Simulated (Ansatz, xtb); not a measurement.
**Relative energy of two isomers of C2H3BrS**

Structure a is `S/C=C/Br`, a singlet and structure b is `C=C(S)Br`, a singlet. Both are isolated molecules in the gas phase, relaxed with B3LYP/def2-SVP; the shapes shown needn't be the lowest conformers.

a (Å):

```xyz
7

C    -2.2708    0.6782    0.0345
C    -1.5121    1.1259   -0.9710
Br    0.2778    0.5565   -1.2312
S    -3.9894    1.0982    0.1619
H    -4.0535    1.0635    1.5133
H    -1.8728   -0.0248    0.7719
H    -1.8578    1.8350   -1.7259
```

b (Å):

```yaml
atoms:
  - { symbol: C, position_ang: [-2.6772, 0.5417, 0.5290] }
  - { symbol: C, position_ang: [-1.6768, 0.9858, -0.2385] }
  - { symbol: Br, position_ang: [0.1363, 0.8965, 0.3648] }
  - { symbol: S, position_ang: [-1.7617, 1.7027, -1.8554] }
  - { symbol: H, position_ang: [-3.7124, 0.5942, 0.1813] }
  - { symbol: H, position_ang: [-2.4856, 0.1183, 1.5159] }
  - { symbol: H, position_ang: [-3.1093, 1.6227, -1.9775] }
```

Estimate which is lower in electronic energy at CCSD(T)/def2-TZVP, and by roughly how much.

CCSD(T)/def2-TZVP gives E(b) − E(a) = +2.20 kJ/mol, slightly favouring structure a, which is too small a margin to settle the true order.

Level by level:

| level | geometry | E(b) − E(a) (kJ/mol) | departure from the last row (kJ/mol) | job, with rough time for the two |
| --- | --- | --- | --- | --- |
| GFN2-xTB | GFN2-xTB | +10.44 | +8.24 | optimisation, 0.1 s |
| HF/STO-3G | GFN2-xTB | +4.52 | +2.32 | single point, 0.34 s |
| r2SCAN-D4/def2-SVP | GFN2-xTB | +2.72 | +0.52 | single point, 3.3 s |
| B3LYP/def2-SVP | B3LYP/def2-SVP | +6.37 | +4.17 | optimisation, 36 s |
| HF/def2-TZVP | B3LYP/def2-SVP | +9.69 | +7.49 | part of the CCSD(T) run |
| MP2/def2-TZVP | B3LYP/def2-SVP | −0.72 | −2.92 | part of the CCSD(T) run |
| CCSD(T)/def2-TZVP | B3LYP/def2-SVP | +2.20 |  | single point, 1.8 min |

As drawn, both hold the same kinds of bond in the same numbers.

The largest departure from CCSD(T)/def2-TZVP is that of GFN2-xTB, 8.24 kJ/mol.

With harmonic frequencies from B3LYP/def2-SVP (ideal gas, rigid rotor, one conformer each, 298.15 K, 1 atm): the zero-point term adds −0.36 kJ/mol; ΔH is +1.00 and ΔG +2.68 kJ/mol.

The correlated steps freeze 16 core orbitals; the filled d shell of Br is correlated, in a basis made for valence electrons. Mirror images aren't counted in ΔG. Run with Ansatz 0.2.0, xtb 6.7.1; the last row on 2 threads of Arm Neoverse V1 on a shared host.
